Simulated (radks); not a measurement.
Task: Species: F+. Configuration: [He] 2s2 2p4. All-electron calculation, non-relativistic Kohn-Sham, LDA (Slater exchange, Perdew-Wang correlation), spin-polarised, spherical densities, point nucleus; open shells are filled with parallel spins first. Program: a radial shooting solver on a logarithmic mesh with Libxc functionals. Some entries of the table are withheld. Estimate them.

orbital,occ.,eigenvalue (Ry),<r^2> (bohr^2),r(max) (bohr)
1s up,1,-49.93544,0.04259,0.1152
1s down,1,-49.79655,0.04237,0.1151
2s up,1,-3.56471,1.110,(1)
2s down,1,-3.28927,1.164,(2)
2p up,3,-2.20635,1.197,0.6718
2p down,1,-1.92502,1.325,0.6881

Result: 
(1) 2s up r(max) (bohr): 0.7524
(2) 2s down r(max) (bohr): 0.7610
